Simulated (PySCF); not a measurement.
C2H6S, charge +1, doublet, at a GFN2-xTB geometry (a state made from the parent by changing its charge; the spin is typed, not shown lowest); B3LYP/STO-3G (PySCF).

The PySCF input:
```python
from pyscf import gto, scf, dft

mol = gto.M(
    atom='''
C     1.28089259    0.21169350    0.68335560
S     0.01499802    0.28322653   -0.56655118
C    -1.30390679   -0.64629964    0.18600725
H     1.54226619   -0.82365746    0.90480822
H     2.15771555    0.74065689    0.31689816
H     0.93231569    0.67887698    1.60539170
H    -0.98486767   -1.67128238    0.37976291
H    -2.15303809   -0.65232660   -0.49358934
H    -1.59627479   -0.19625504    1.13537012
''',
    basis='sto-3g',
    charge=1,
    spin=1,
    verbose=4,
)

mf = dft.UKS(mol)
mf.xc = 'b3lyp'
mf.grids.atom_grid = (150, 974)
mf.kernel()
```

Output, abridged:

```
PySCF version 2.14.0

[INPUT] verbose = 4
[INPUT] num. atoms = 9
[INPUT] num. electrons = 33
[INPUT] charge = 1
[INPUT] spin (= nelec alpha-beta = 2S) = 1
[INPUT] symmetry False subgroup None
[INPUT] Mole.unit = angstrom
[INPUT] Symbol           X                Y                Z      unit          X                Y                Z       unit  Magmom
[INPUT]  1 C      1.280892590000   0.211693500000   0.683355600000 AA    2.420536190085   0.400042737351   1.291354929688 Bohr   0.0
[INPUT]  2 S      0.014998020000   0.283226530000  -0.566551180000 AA    0.028342150211   0.535220572911  -1.070626565749 Bohr   0.0
[INPUT]  3 C     -1.303906790000  -0.646299640000   0.186007250000 AA   -2.464026725061  -1.221329314005   0.351502759684 Bohr   0.0
[INPUT]  4 H      1.542266190000  -0.823657460000   0.904808220000 AA    2.914460710276  -1.556487019855   1.709839731055 Bohr   0.0
[INPUT]  5 H      2.157715550000   0.740656890000   0.316898160000 AA    4.077491444215   1.399638674372   0.598850731779 Bohr   0.0
[INPUT]  6 H      0.932315690000   0.678876980000   1.605391700000 AA    1.761821315735   1.282891564472   3.033750635650 Bohr   0.0
[INPUT]  7 H     -0.984867670000  -1.671282380000   0.379762910000 AA   -1.861130165239  -3.158265975011   0.717647892168 Bohr   0.0
[INPUT]  8 H     -2.153038090000  -0.652326600000  -0.493589340000 AA   -4.068652325857  -1.232718617769  -0.932748670605 Bohr   0.0
[INPUT]  9 H     -1.596274790000  -0.196255040000   1.135370120000 AA   -3.016522172648  -0.370868276166   2.145538576815 Bohr   0.0

nuclear repulsion = 111.919623715227
number of shells = 17
number of NR pGTOs = 75
number of NR cGTOs = 25
basis = sto-3g
ecp = {}

******** <class 'pyscf.dft.uks.UKS'> ********
method = UKS
initial guess = minao
damping factor = 0
level_shift factor = 0
DIIS = <class 'pyscf.scf.diis.CDIIS'>
diis_start_cycle = 1
diis_space = 8
diis_damp = 0
SCF conv_tol = 1e-09
SCF conv_tol_grad = None
SCF max_cycles = 50
direct_scf = True
direct_scf_tol = 1e-13
number electrons alpha = 17  beta = 16
XC library pyscf.dft.libxc version 7.1.2
    S. Lehtola, C. Steigemann, M. J. T. Oliveira, and M. A. L. Marques,  SoftwareX 7, 1–5 (2018)
XC functionals = b3lyp
    P. J. Stephens, F. J. Devlin, C. F. Chabalowski, and M. J. Frisch,  J. Phys. Chem. 98, 11623 (1994)
radial grids:
    Treutler-Ahlrichs [JCP 102, 346 (1995); DOI:10.1063/1.469408] (M4) radial grids

becke partition: Becke, JCP 88, 2547 (1988); DOI:10.1063/1.454033
pruning grids: <function nwchem_prune>
grids dens level: 3
symmetrized grids: False
atomic radii adjust function: <function treutler_atomic_radii_adjust>
User specified grid scheme (150, 974)
small_rho_cutoff = 0
Set gradient conv threshold to 3.16228e-05
tot grids = 729304
init E= -472.530379855889

cycle= 1 E= -472.411438020537  delta_E= 0.119  |g|= 0.112  |ddm|= 2.52
cycle= 2 E= -472.419553951371  delta_E= -0.00812  |g|= 0.0598  |ddm|= 0.31
cycle= 3 E= -472.42290468962  delta_E= -0.00335  |g|= 0.0207  |ddm|= 0.139
cycle= 4 E= -472.423211463211  delta_E= -0.000307  |g|= 0.00419  |ddm|= 0.0333
cycle= 5 E= -472.423228832583  delta_E= -1.74e-05  |g|= 0.000782  |ddm|= 0.00857
cycle= 6 E= -472.423230065679  delta_E= -1.23e-06  |g|= 0.000198  |ddm|= 0.0028
cycle= 7 E= -472.42323015122  delta_E= -8.55e-08  |g|= 3.72e-05  |ddm|= 0.000864
cycle= 8 E= -472.423230153992  delta_E= -2.77e-09  |g|= 6.52e-06  |ddm|= 0.000147
cycle= 9 E= -472.423230154069  delta_E= -7.65e-11  |g|= 1.19e-06  |ddm|= 2.21e-05
Extra cycle  E= -472.423230154071  delta_E= -2.96e-12  |g|= 4.05e-07  |ddm|= 3.4e-06
converged SCF energy = -472.423230154071  <S^2> = 0.75167296  2S+1 = 2.0016723
```
